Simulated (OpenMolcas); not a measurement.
## Exact exchange and the electronic atomisation energy of CH3AlF2

CH3AlF2: 7 atoms, total charge 0, spin state singlet. SMILES: `[CH3][Al]([F])[F]`. The coordinates come from a PBE0-D4/def2-TZVP relaxation.

The electronic atomisation energy y, in eV, basis def2-SVPD; a is the functional's share of exact exchange. Programs: OpenMolcas 26.06.

| functional | program | a | y (eV) |
| --- | --- | --- | --- |
| TPSS | OpenMolcas | 0 | 28.61 |
| BLYP | OpenMolcas | 0 | 28.31 |
| B3LYP | OpenMolcas | 0.2 | ? |
| PBE0 | OpenMolcas | 0.25 | 28.38 |
| BHLYP | OpenMolcas | 0.5 | 27.67 |

Question: Fit y = c + s·a to the known rows and predict B3LYP.

Answer: 
1. Means of the 4 rows: a = 0.1875, y = 28.242.
2. Σ(Δa)² = 0.17188, Σ(Δa·Δy) = -0.25187, so the slope is -0.25187/0.17188 = -1.4654.
3. Intercept: 28.242 − (-1.4654) × 0.1875 = 28.517. The largest residual of the fit is 0.23.
4. B3LYP: 28.517 + (-1.4654) × 0.2 = 28.22 eV.

The run gave 28.39 eV, so the prediction is off by -0.17 eV, within the largest residual. The rows mix families of semi-local functionals, which the line can't see.
